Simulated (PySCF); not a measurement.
GaCl₂I, SMILES [Cl][Ga]([Cl])[I]. The structure is a stationary point at B3LYP-D3(BJ)/def2-SVP. The def2 effective core potentials stand for the cores of I; spin–orbit coupling is left out.

Level of theory: B3LYP-D3(BJ)/def2-SVP run with PySCF.

Harmonic wavenumbers (cm⁻¹): 90, 117, 119, 239, 411, 453. Rotational constants (GHz): 2.116, 0.7691, 0.5641; symmetry number 2.

**Question.** Work out the zero-point energy and the ideal-gas rigid-rotor harmonic-oscillator thermochemistry at 298.15 K and 1 atm.

**Answer.** ZPE = ½ Σ hcν = ½ × 1428 cm⁻¹ = 8.54 kJ/mol. H − E(el) = 26.91 kJ/mol. Entropy in J/(mol K): translation 178.45, rotation 120.76, vibration 56.30, total 355.50. G − E(el) = -79.09 kJ/mol. Cp = 76.81 J/(mol K). Modes under 150 cm⁻¹ make the vibrational entropy uncertain.
